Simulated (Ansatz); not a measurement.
Reaction (substitution at a C–O bond): `COC(S)=[Se]` + `O=C(O)c1ccc(Cl)cc1` → `COC(=O)c1ccc(Cl)cc1` + `OC(S)=[Se]`

Program: Ansatz. Geometries: PBE0-D4/def2-TZVP. ΔE: electronic, gas phase. CCSD(T)/CBS adds triple-zeta CCSD(T) − MP2 to the extrapolated MP2 energy (def2 sets, frozen cores). DFT in def2-TZVPP. B3LYP here is the variant with VWN-RPA as its local correlation; programs differ in this. For Se outer-core shells are correlated without core-valence functions, which leaves a few kJ/mol of doubt a bond. Scalar relativity is left out up to krypton. One conformer a species, not always the lowest.

```
             level  ΔE (kcal/mol)  difference from CCSD(T)/CBS
         revPBE-D4            0.4                         -0.4
           BLYP-D4            0.4                         -0.4
         r2SCAN-D4            0.1                         -0.7
           PBE0-D4            0.4                         -0.4
          B3LYP-D4            0.4                         -0.4
        r2SCANh-D4            0.2                         -0.6
      CAM-B3LYP-D4            0.2                         -0.6
            B2PLYP            0.4                         -0.4
               PBE            0.2                         -0.6
              BLYP           -0.1                         -0.9
            r2SCAN            0.2                         -0.6
         CAM-B3LYP            0.1                         -0.7
     HF/def2-TZVPP           -0.3                         -1.1
    MP2/def2-TZVPP            1.3                          0.5
   CCSD/def2-TZVPP            0.4                         -0.4
CCSD(T)/def2-TZVPP            0.5                         -0.3
       CCSD(T)/CBS            0.8                            0
```

Largest T1 diagnostic among the species: 0.017.

Leaving LDA and LC-ωPBE aside and taking each functional with its dispersion term where it has one, the values, not all of them listed here, spread over 0.5 kcal/mol, from r2SCAN-D4 to PBE-QIDH. In def2-TZVPP, CCSD(T) changes the Hartree–Fock value by +0.9 kcal/mol (the triples alone add +0.1 kcal/mol) and MP2 by +1.6 kcal/mol.

CCSD(T)/CBS has its own doubt, a few kJ/mol and more with outer-core shells, so smaller differences from it don't rank the levels.
